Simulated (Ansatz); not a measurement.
Species: C$_{3}$H$_{2}$NS (charge 0, doublet). It need not be the lowest isomer of its formula. 
Geometry from a B3LYP-D3(BJ)/def2-TZVP (Ansatz, a first-principles code) optimisation:
```
C
C 1 1.3576
H 2 1.0776 1 128.49
H 1 1.0787 2 126.27 3 0.00
N 1 1.3895 4 119.78 2 180.00
C 5 1.2515 1 112.24 4 -180.00
S 6 1.7299 5 115.83 1 0.00
```
Charge 0, spin multiplicity 2.

Basis-set convergence of Hartree-Fock and CCSD(T) correlation energies (hartree) with Ansatz. Valence correlation only, unless marked. UHF or UKS for open shells. Spin-orbit coupling is left out. Non-relativistic.

The UHF reference is spin-contaminated (<S^2> 0.27 over the pure value in the largest basis). 

| basis | functions | E(HF) | E(corr, CCSD(T)) |
|---|---|---|---|
| def2-SVP | 84 | -566.40064 | -0.70975 |
| def2-TZVPP | 194 | -566.73620 | -0.87283 |
| def2-QZVPP | 358 | -566.75445 | -0.92536 |

Extrapolating the two largest sets (X = 3 and 4) as X^-3: E(corr) = (64·(-0.92536) - 27·(-0.87283))/37 = -0.9637 Eh, an estimate of the basis-set limit. The largest set recovers 96.0 % of it, the smallest 73.6 %.
